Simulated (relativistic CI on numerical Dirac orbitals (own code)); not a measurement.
**Level scheme of Pt33+**

These numbers are calculated, not measured: Dirac-Coulomb-Breit CI, orbitals from a KLI potential per configuration, QED by a radiative potential, unscaled Slater integrals (own radial code, finite nucleus).

CI space (outside the closed core [Ar] 3d10): 4s²4p⁶4d⁹, 4s²4p⁶4d⁸4f, 4s²4p⁵4d¹⁰, 4s4p⁶4d¹⁰, 4s²4p⁵4d⁹4f, 4s4p⁶4d⁹4f, 4s²4p⁶4d⁸5s, 4s²4p⁶4d⁷4f5s, 4s²4p⁶4d⁸5p, 4s²4p⁶4d⁸5d, 4s²4p⁵4d⁹5s, 4s²4p⁶4d⁷5s², 4s²4p⁶4d⁶4f5s², 4s²4p⁵4d⁷4f5s², 4s4p⁶4d⁷4f5s². Double excitations out of closed p, d and f shells are left out; levels of such configurations are missing from the list, as are those of other unlisted configurations, and high levels can miss mixing partners.

The lowest level is 4s²4p⁶4d⁹ ²D5/2, with 100 % of that term; Hund's rules for 4s²4p⁶4d⁹ give ²D with J = 5/2, in agreement.

```tsv
No.	Configuration	Term	J	E (eV)	%	Landé g	jj configuration (%)
1	4s²4p⁶4d⁹	²D	5/2	0.000	100	1.196	4d5/2^5 (100)
2	4s²4p⁶4d⁹	²D	3/2	22.280	100	0.795	4d3/2^3 4d5/2^6 (100)
3	4s²4p⁵4d¹⁰	²P°	3/2	202.778	72	1.350	4p3/2^3 (72)
4	4d⁸(3F)4f	⁴F°	5/2	210.626	31	1.138	4d5/2^4 4f5/2 (98)
5	4d⁸(3F)4f	⁴F°	7/2	211.815	51	1.205	4d5/2^4 4f5/2 (85)
6	4d⁸(3F)4f	⁴D°	3/2	213.135	28	1.333	4d5/2^4 4f5/2 (81)
7	4d⁸(3F)4f	⁴F°	9/2	215.142	43	1.200	4d5/2^4 4f5/2 (71)
8	4d⁸(1D)4f	²F°	5/2	215.178	36	1.149	4d5/2^4 4f5/2 (82)
9	4d⁸(3F)4f	²I°	13/2	215.377	39	1.079	4d5/2^4 4f5/2 (98)
10	4d⁸(3F)4f	⁴H°	11/2	217.157	43	1.126	4d5/2^4 4f5/2 (87)
11	4d⁸(3F)4f	⁴D°	7/2	218.524	35	1.183	4d5/2^4 4f5/2 (67)
12	4d⁸(1G)4f	²P°	1/2	218.540	48	1.234	4d5/2^4 4f7/2 (98)
13	4d⁸(3F)4f	⁴I°	15/2	218.580	86	1.178	4d5/2^4 4f7/2 (99)
14	4d⁸(1D)4f	²D°	3/2	219.485	46	0.982	4d5/2^4 4f5/2 (81)
15	4d⁸(3F)4f	²G°	9/2	219.729	47	1.094	4d5/2^4 4f7/2 (69)
16	4d⁸(3F)4f	⁴H°	13/2	220.699	70	1.178	4d5/2^4 4f7/2 (97)
17	4d⁸(1D)4f	²H°	9/2	222.148	29	1.032	4d5/2^4 4f5/2 (87)
18	4d⁸(1D)4f	²P°	1/2	223.113	51	0.470	4d5/2^4 4f5/2 (97)
19	4d⁸(3F)4f	²F°	7/2	223.113	37	1.037	4d5/2^4 4f7/2 (67)
20	4d⁸(3F)4f	²H°	11/2	223.575	43	1.143	4d5/2^4 4f7/2 (87)
21	4d⁸(1D)4f	²D°	5/2	226.512	27	1.134	4d5/2^4 4f7/2 (62)
22	4d⁸(1D)4f	²G°	9/2	227.228	40	1.121	4d5/2^4 4f7/2 (89)
23	4s²4p⁶4d⁸4f	²P°	3/2	227.528	25	1.305	4d5/2^4 4f7/2 (46)
24	4d⁸(3F)4f	⁴G°	11/2	229.466	45	1.149	4d5/2^4 4f7/2 (95)
25	4d⁸(3F)4f	⁴G°	7/2	229.850	44	1.039	4d3/2^3 4d5/2^5 4f5/2 (45)
26	4d⁸(3F)4f	⁴F°	3/2	230.552	33	0.951	4d5/2^4 4f7/2 (56)
27	4d⁸(3F)4f	⁴F°	5/2	231.163	28	1.096	4d5/2^4 4f7/2 (37)
28	4d⁸(3P)4f	⁴F°	3/2	231.211	54	0.798	4d3/2^3 4d5/2^5 4f5/2 (58)
29	4d⁸(3P)4f	⁴G°	5/2	231.751	33	0.884	4d5/2^4 4f5/2 (55)
30	4d⁸(3F)4f	⁴D°	1/2	233.705	49	1.044	4d3/2^3 4d5/2^5 4f5/2 (93)
```

Energies count from the lowest computed level; ° marks odd parity. Percentages are summed over parent terms; the parents shown are those of the largest component, closed shells are left out there. Filled j subshells are mostly left out of the jj labels.

The mean weight of the leading LS term, summed over parents, in these 30 levels is 47 %, and that of the leading jj configuration (from the same eigenvectors) 79 %, so jj coupling describes them better and the LS labels are nominal.

At this charge energies of transitions that change n are usually good to better than 1 %, and those within a shell (Δn = 0) to a few per cent.

LS names give the leading component of a level, which can be under half, so a name can repeat, a term be missing and a line seem to break the LS rules.
